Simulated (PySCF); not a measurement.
## Ga⁺: excitation energy

Ga⁺ [Ar] 3d10 4s2 (1S) → Ga⁺ [Ar] 3d10 4s1 4p1 (3P), as a difference of total energies. All numbers are calculated (PySCF 2.14, scalar relativity by spin-free X2C-1e, in x2c-QZVPPall (11s7p5d4f1g, 94 functions)). Correlated levels: valence and next inner shell: [Ne] frozen. The calculations carry no spin-orbit coupling.

```json
{"method": "UHF", "excitation energy (eV)": "4.611", "error (eV)": "-1.375"}
{"method": "MP2 (valence and next inner shell)", "excitation energy (eV)": "5.924", "error (eV)": "-0.062"}
{"method": "SCS-MP2 (valence and next inner shell)", "excitation energy (eV)": "6.024", "error (eV)": "+0.038"}
{"method": "CCSD (valence and next inner shell)", "excitation energy (eV)": "5.874", "error (eV)": "-0.112"}
{"method": "CCSD(T) (valence and next inner shell)", "excitation energy (eV)": "5.970", "error (eV)": "-0.016"}
```

Reference: 5.986 eV (measured; NIST levels, between the centres of gravity of the two terms).

Errors of the correlated levels include the incompleteness of this basis and the frozen core.

The basis was made for the ground configuration and has no added diffuse functions, so the excitation energy can come out too high.
